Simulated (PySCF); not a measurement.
**Löwdin shares of the frontier orbitals**

Species: CH₁₁OPSi₃.
SMILES with atom numbers: `[CH3:1][Si@@H:2]([O:3][SiH3:4])[PH:5][SiH3:6]` (hydrogens: H7, H8, H9 on C1; H10 on Si2; H11, H12, H13 on Si4; H14 on P5; H15, H16, H17 on Si6)

Geometry (GFN2-xTB, Å), atoms numbered from 1 in this order:
```xyz
17
CH11OPSi3 angstrom
C     -0.117    1.738   -0.918
Si    -0.225    0.420    0.442
O     -1.758   -0.068    0.636
Si    -3.067   -0.937    0.224
P      1.011   -1.336   -0.194
Si     3.051   -0.479    0.031
H     -0.865    2.511   -0.772
H     -0.279    1.299   -1.900
H      0.860    2.211   -0.924
H      0.093    0.960    1.768
H     -4.028   -0.578    1.262
H     -3.486   -0.510   -1.110
H     -2.710   -2.354    0.243
H      0.983   -1.957    1.040
H      3.213    0.410    1.187
H      3.982   -1.599    0.160
H      3.335    0.280   -1.186
```

Level of theory: TDDFT PBE0/def2-SVPD, vertical, gas phase, core orbitals frozen in the response in PySCF 2.14.0, density-fitted response routines.

Frontier orbitals with the atoms that hold most of them (Löwdin shares over 4%, at most four atoms; ? is withheld):

| orbital | ε (eV) | atoms |
| --- | --- | --- |
| LUMO+2 | 0.42 | Si6 30%, P5 24%, H15 12%, Si2 7% |
| LUMO+1 | 0.12 | Si6 19%, P5 19%, Si2 12%, H14 10% |
| LUMO | -0.21 | ? |
| HOMO | -7.25 | P5 60%, Si2 12%, Si6 9%, H14 6% |
| HOMO-1 | -8.20 | ? |
| HOMO-2 | -8.49 | O3 30%, Si2 11%, Si4 10%, C1 10% |
| HOMO-3 | -9.40 | Si4 25%, H13 22%, O3 15%, H11 8% |

(1) Give the leading atoms of the LUMO.

(2) Which atoms hold the HOMO-1, and with what shares?

(3) How does S1 compare with the orbital gap of 7.04 eV?

(4) One configuration dominates each of S1 and S2. Which, and how do the shares of the two leading atoms of either orbital change from the occupied to the empty one?

Results:

(1) Si4 (bonded to O and 3 H) 20%; P5 (bonded to 2 Si and H) 13%; Si2 (bonded to C, O, P and H) 13%; Si6 (bonded to P and 3 H) 12%. By element: silicon 45%, phosphorus 13%.

(2) P5 (bonded to 2 Si and H) 26%; O3 (bonded to 2 Si) 20%; C1 (bonded to Si and 3 H) 12%; Si2 (bonded to C, O, P and H) 11%.

(3) S1 is at 5.87 eV (f = 0.015), 1.16 eV below the gap, made of HOMO→LUMO (73%), HOMO→LUMO+1 (21%). 

(4) 
- S1 (5.87 eV, f 0.015), HOMO→LUMO (73%): P5 60% → 13%, Si2 12% → 13%, Si4 at most 6% → 20%
- S2 (6.19 eV, f 0.037), HOMO→LUMO+1 (73%): P5 60% → 19%, Si2 12% → 12%, Si6 9% → 19%

One conformer stands for the species.
